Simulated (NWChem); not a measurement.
Molecule: AlN$_{3}$H$_{6}$; SMILES [Al]([NH2])([NH2])[NH2]

```xyz
10

Al     0.0000     0.0000     0.0001
N      1.6782     0.5865     0.0000
H      1.9678     1.5258    -0.2439
H      2.4900     0.0324     0.2440
N     -0.3312    -1.7467     0.0000
H     -1.2170    -2.1724     0.2439
H      0.3373    -2.4672    -0.2439
N     -1.3470     1.1601     0.0000
H     -2.3052     0.9414    -0.2439
H     -1.2729     2.1402     0.2439
```
Atoms are numbered in this order, from 1.

Computed with NWChem. Pople sets run with spherical d functions. All runs use the structure optimised with PBE0/def2-SVP. Vertical excitations in the gas phase; the lowest state need not have the same character in each row.

| level | lowest excitation, singlet (eV) | oscillator strength of that lowest state | lowest state with f > 0.02, singlet (eV) | oscillator strength of that bright state | orbital gap (eV) |
|---|---|---|---|---|---|
| PBE/6-31+G*, TDA | 4.45 | 0.007 | 5.26 | 0.054 | 4.38 |
| B3LYP/6-31+G*, TDA | 5.00 | 0.009 | 5.89 | 0.279 | 5.95 |
| CAM-B3LYP/6-31+G*, TDA | 5.43 | 0.010 | 6.16 | 0.291 | 8.53 |
| Hartree-Fock/6-31+G*, CIS | 6.54 | 0.011 | 7.07 | 0.295 | 11.74 |
